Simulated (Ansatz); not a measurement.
A run for Ansatz (a first-principles code): R-PBE/def2-TZVPP on BrGaH2 (SMILES [GaH2][Br]), atoms moved off the minimum.

Ansatz 0.2 input:
```yaml
crystal:
  periodic: [false, false, false]
  atoms:
    - {symbol: Ga, position_ang: [-0.49812905, -0.83457559, 0.19942996]}
    - {symbol: H, position_ang: [-0.07077970, -2.01761784, 1.25564189]}
    - {symbol: H, position_ang: [-1.92420635, -1.06244343, -0.75089924]}
    - {symbol: Br, position_ang: [0.60392460, 0.83144171, -0.05815640]}
basis:
  gaussian:
    orbitals: def2-TZVPP
hamiltonian:
  xc: {name: PBE}
scf: {lower_state_search: off}
output: {forces: true}
```

Program output:

```
WARN ansatz: RAYON_NUM_THREADS=1 ignored (pool sized by the plan → 1); use --threads N
Functional definition: PBE
these checks for a lower state are left out or cut short: stability, starts, cluster_reference, orbital_swaps, neighbouring_geometries, increment
integrals: 0.05 GiB planned
862 factors; their error is unknown
mean field: 0.33 GiB planned
mean field evaluation 1: about -122436.9145 eV, gradient 3.6e1 eV
mean field evaluation 2: about -122436.0709 eV, gradient 5.4e1 eV
mean field evaluation 4: about -122438.4690 eV, gradient 1.3e0 eV
mean field evaluation 8: about -122438.4758 eV, gradient 1.5e-2 eV
mean field evaluation 16: about -122438.4422 eV, gradient 6.9e-5 eV
mean field -122438.44215162 eV, -4499.5297573153 hartree, gradient 2.9e-6 eV, S^2 0.000000; 0 other end points of the search recorded, 0 dependent functions left out
the calculation of the forces begins
reference -122438.44218517 eV, -4499.5297585480 hartree; 34, 34 occupied and 90, 90 virtual orbitals, 862 factors
Total energy: -122438.44218517 eV, -4499.5297585480 hartree
Atom 0 at    -0.498129    -0.834576     0.199430 Å, force    -4.646431    -6.282661     0.472728 eV/Å
Atom 1 at    -0.070780    -2.017618     1.255642 Å, force    -0.162545     0.635815    -0.486106 eV/Å
Atom 2 at    -1.924206    -1.062443    -0.750899 Å, force     1.220819     0.238436     0.816069 eV/Å
Atom 3 at     0.603925     0.831442    -0.058156 Å, force     3.588157     5.408410    -0.802691 eV/Å
Dipole moment:     0.045246     0.022115     0.031544 e Å
Checks for a lower state left out: stability, starts, cluster_reference, orbital_swaps, neighbouring_geometries, increment
```

Self-consistency was reached.

Cost: roughly 1.2 core-seconds.
